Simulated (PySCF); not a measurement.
C3H7GeN3.
SMILES with atom numbers: `[CH3:1][c:2]1[cH:3][n:4]([GeH3:5])[n:6][n:7]1` (hydrogens: H8, H9, H10 on C1; H11 on C3; H12, H13, H14 on Ge5)

A GFN2-xTB structure was refined with PySCF, PBE0-D3(BJ)/def2-SVP geometry optimisation, gas phase. Its GFN2-xTB values:

| coordinate | GFN2-xTB |
| --- | --- |
| C1–C2 | 1.507 Å |
| C1–H8 | 1.117 Å |
| C2–C3 | 1.392 Å |
| C2–N7 | 1.343 Å |
| C3–N4 | 1.308 Å |
| C3–H11 | 1.076 Å |
| N4–Ge5 | 1.876 Å |
| N4–N6 | 1.326 Å |
| Ge5–H12 | 1.461 Å |
| N6–N7 | 1.289 Å |
| C1–C2–C3 | 131.6° |
| C1–C2–N7 | 121.0° |
| C2–C3–N4 | 104.4° |
| C2–N7–N6 | 108.8° |
| C3–C2–N7 | 107.4° |
| C3–N4–Ge5 | 135.9° |
| C3–N4–N6 | 111.4° |
| Ge5–N4–N6 | 112.6° |

Q: How do these coordinates change at the PBE0-D3(BJ)/def2-SVP level?

A: 
```csv
coordinate,PBE0-D3(BJ)/def2-SVP (Å or °),change
Ge5–H12,1.525,+0.064
C3–N4,1.358,+0.050
C2–N7,1.361,+0.018
C1–C2,1.489,-0.018
C1–H8,1.101,-0.016
N4–N6,1.341,+0.015
C2–C3,1.380,-0.012
C3–H11,1.087,+0.011
N4–Ge5,1.881,+0.005
N6–N7,1.287,-0.002
Ge5–N4–N6,118.6,+6.0
C3–N4–Ge5,131.4,-4.5
C3–N4–N6,109.9,-1.5
C2–N7–N6,109.9,+1.1
C1–C2–N7,121.9,+0.9
C1–C2–C3,130.9,-0.7
C2–C3–N4,104.8,+0.4
C3–C2–N7,107.2,-0.2
```

The energy falls by 5.2 kcal/mol over 7 energy and gradient evaluations, the largest force component goes from 0.0450 to 3.6e-04 Eh/bohr, and the atoms move by 0.076 Å rms after alignment. The bond that changes most is Ge5–H12 (ends: germanium bonded to N and 3 H; Ge–H hydrogen), which lengthens by 0.064 Å. Bonds longer at the end by more than 0.005 Å: 9 of 14; shorter: 3. Rotational constants go from 7473, 854.8, 778.1 to 7038, 845.4, 765.8 MHz.

The run used 151 basis functions and 49 SCF cycles in all.

No frequency check.
